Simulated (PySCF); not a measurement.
Be(F)(NH2) (BeFH2N), SMILES [F][Be][NH2]. Atoms are numbered in the order given.

```xyz
5

Be     0.0000     0.0000    -0.1002
F      0.0000     0.0000    -1.4927
N      0.0000     0.0000     1.4084
H      0.0000    -0.8256     1.9878
H      0.0000     0.8256     1.9878
```
Charge 0, spin multiplicity 1.

Geometry: TPSSh-D3(BJ)/def2-TZVP. One conformer was computed; it need not be the lowest.

Calculation: PySCF with PBE0/pcSseg-2.

GIAO shieldings, no solvent; atoms alike by connectivity are averaged. δ = σ(ref) − σ: ¹⁹F against CFCl3 (σ = 165.8 ppm); ¹⁵N against NH3 (σ = 263.3 ppm); ¹H against TMS (σ = 31.54 ppm), references at their B3LYP-D3(BJ)/def2-TZVP geometries, non-relativistic.

```json
[
 {"atoms": "F2", "nucleus": "¹⁹F", "count": "1", "δ (ppm)": "___"},
 {"atoms": "N3", "nucleus": "¹⁵N", "count": "1", "δ (ppm)": "-0.9"},
 {"atoms": "H4, H5", "nucleus": "¹H", "count": "2", "δ (ppm)": "0.40"}
]
```

Q: Fill in the missing entries. (An estimate is asked for; the answer gives what the named calculation found.)

A: 
- F2, δ (ppm): -203.2
